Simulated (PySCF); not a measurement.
Input for PySCF: R-B3LYP/6-31G* on CH5MgN (SMILES [CH3][Mg][NH2]), a point of a bond scan (R = 1.112 Å).

```python
from pyscf import gto, scf, dft, mp
from pyscf.data.elements import chemcore

mol = gto.M(
    atom='''
    Mg    0.00826456   -0.04712997    0.03044101
    C    -0.28026958    1.67368275   -1.11114769
    H    -1.04623442    2.32029198   -0.67380073
    H    -0.60167589    1.43347148   -2.12823459
    H     0.63653762    2.26428122   -1.18905058
    N     0.26979219   -1.61137839    1.07033147
    H     0.94456780   -2.46123101    0.82911879
    H    -0.17795435   -1.83096121    1.94931248
    ''',
    basis='6-31g*',
    cart=True,
    charge=0, spin=0, verbose=3, max_memory=1800)
mf = dft.RKS(mol, xc='b3lyp')
mf.conv_tol = 1e-8
mf.max_cycle = 100
mf.kernel()
if not mf.converged:
    mf = mf.newton().run(mf.mo_coeff, mf.mo_occ)
```

The log:

```
converged SCF energy = -295.948443153015
```

The calculation finished and met its thresholds.

Cost: very roughly 5 core-seconds.
